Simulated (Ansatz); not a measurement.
```xyz
4

B     0.0136   -0.0481   -0.0022
F     1.2932    0.0440   -0.0166
F    -0.6680    1.1296   -0.0481
F    -0.6646   -1.1204    0.0469
```

Basis set: def2-TZVP (spherical functions). Correlated methods keep 4 orbitals frozen. Charge 0, multiplicity 1.

Computed with Ansatz (development build ahead of 0.2.0); each method stands on the lowest determinant of its kind that the runs found. Restricted open shells among the atoms or ions are ROHF, correlated in semicanonical orbitals with singles.

The atomization energy at this shape (free ground-state atoms in the same class of orbitals less the molecule, no zero-point energy) of singlet BF₃:

```tsv
method	atomization energy
RHF	16.05 eV
```

Task: What does RHF-MP2 give?

Result: 20.86 eV.
